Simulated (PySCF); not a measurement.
calicene (C₈H₆), SMILES C1=CC(=C2C=C2)C=C1.

Geometry optimised at B3LYP-D3(BJ)/def2-SVP.

Level of theory: TDA-PBE/def2-SVPD (PySCF).

Vertical excitations.  State labels are in the subgroup C2v.

Computed excitation energies, oscillator strengths and character:
```json
[
 {"state": "S1", "symmetry": "A1", "energy (eV)": "2.22", "λ (nm)": "559", "f": "0.002", "main pairs": "HOMO→LUMO 100 %"},
 {"state": "S2", "symmetry": "B2", "energy (eV)": "3.10", "λ (nm)": "400", "f": "0.005", "main pairs": "HOMO−1→LUMO 97 %"},
 {"state": "S3", "symmetry": "B2", "energy (eV)": "3.57", "λ (nm)": "347", "f": "0.018", "main pairs": "HOMO→LUMO+1 95 %"},
 {"state": "S4", "symmetry": "A2", "energy (eV)": "4.80", "λ (nm)": "258", "f": "0.000", "main pairs": "HOMO→LUMO+2 100 %"},
 {"state": "S5", "symmetry": "B1", "energy (eV)": "5.10", "λ (nm)": "243", "f": "0.003", "main pairs": "HOMO→LUMO+3 100 %"},
 {"state": "S6", "symmetry": "A1", "energy (eV)": "5.11", "λ (nm)": "243", "f": "0.622", "main pairs": "HOMO−1→LUMO+1 78 %, HOMO→LUMO+6 14 %"},
 {"state": "T1", "symmetry": "A1", "energy (eV)": "2.20", "λ (nm)": "564", "f": "0", "main pairs": "HOMO→LUMO 100 %"},
 {"state": "T2", "symmetry": "B2", "energy (eV)": "2.50", "λ (nm)": "497", "f": "0", "main pairs": "HOMO−1→LUMO 50 %, HOMO→LUMO+1 49 %"}
]
```
Triplets are in the Tamm–Dancoff approximation.
